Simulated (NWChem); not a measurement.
# MgGeH3Br; SMILES [GeH3][Mg][Br]

```xyz
6

Mg     0.1400    -0.2334    -0.0002
Br     0.5851    -2.5528     0.0003
Ge    -0.3433     2.2946    -0.0007
H     -1.2360     2.7461     1.1884
H      0.9434     3.1613     0.0913
H     -1.0792     2.7759    -1.2820
```
Atoms are numbered in this order, from 1.

All runs: NWChem. The geometry was optimised at B3LYP/6-31G* (spherical d). Level: PBE0/aug-cc-pVDZ; rows give the wavelength of the field.

For field 1065 nm:

```
Property                          Value
--------------------------------  -----
isotropic polarisability (bohr³)   92.2
anisotropy (bohr³)                 50.8
```

### Question
Estimate the same quantities for field static.

### Answer
The isotropic polarisability (bohr³) comes out as 90.3 and the anisotropy (bohr³) comes out as 48.4.
